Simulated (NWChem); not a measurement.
**Basis-set convergence for HBCl2**

```xyz
4

B      0.0000     0.0000    -0.7060
H      0.0000     0.0000    -1.9146
Cl     1.5194     0.0000     0.1601
Cl    -1.5194     0.0000     0.1601
```
Charge 0, spin multiplicity 1.

The numbers come from NWChem runs, not from measurements. The geometry was optimised at PBE/def2-SVP, a minimum by its harmonic frequencies.

Quantity: LUMO energy at the level B3LYP.

B3LYP has NWChem's definition, with VWN1-RPA local correlation. The Pople sets run with spherical d functions. The structure started from a generated list of species.

| basis | functions | LUMO energy (eV) |
|---|---|---|
| def2-SVP | 55 | -1.66 |
| 6-31+G* | 64 | -2.02 |
| 6-311G** | 76 | -2.09 |
| aug-pcseg-1 | 86 | -2.06 |
| aug-cc-pVDZ | 86 | -2.04 |
| cc-pVTZ | 112 | -1.97 |
| def2-TZVPP | 129 | -1.98 |
| aug-cc-pVTZ | 169 | -2.05 |
| cc-pVQZ | 203 | -2.02 |
| def2-QZVP | 227 | -2.05 |

Smallest basis within 0.2 eV of def2-QZVP, the largest set run: 6-31+G*, with 64 functions against 227 (also within reach: 6-311G**, aug-pcseg-1, aug-cc-pVDZ, cc-pVTZ, def2-TZVPP, aug-cc-pVTZ, cc-pVQZ). def2-QZVP isn't the basis-set limit itself, and a small set can land close by cancellation.
